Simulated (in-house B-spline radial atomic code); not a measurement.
A fraction x of an electron is moved 2s → 2p in B2+, starting from [He] 2s1 and keeping the highest spin. Computed with a radial B-spline atomic code at the basis-set limit: scalar-relativistic (X2C) AM05, spin-polarised, spherical fractional occupations, Fermi nucleus of rms radius 2.406 fm.

```csv
x,E(x) - E(0) (eV),2s up level (eV),2p up level (eV)
0,0.0000,-32.392,-
0.125,0.7607,-32.345,-26.267
0.25,1.5194,-32.297,-26.234
0.375,2.2763,-32.246,-26.199
0.5,?,?,?
0.625,3.7841,-32.139,-26.123
0.75,4.5351,-32.082,-26.082
0.875,?,?,?
1,6.0316,-,-25.994
```

Question: What belongs in the row x = 0.5?

Answer: An energy change of 3.0311 eV; 2s up at -32.193 eV, 2p up at -26.162 eV.

Question: What belongs in the row x = 0.875?

Answer: An energy change of 5.2843 eV; 2s up at -32.025 eV, 2p up at -26.039 eV.

Question: Check Janak's theorem between x = 0.125 and 0.25.

Answer: The slope of the energy is 6.07 eV; the orbital levels give 6.07 eV (ε of the receiving orbital less ε of the emptying one, averaged over the two points).
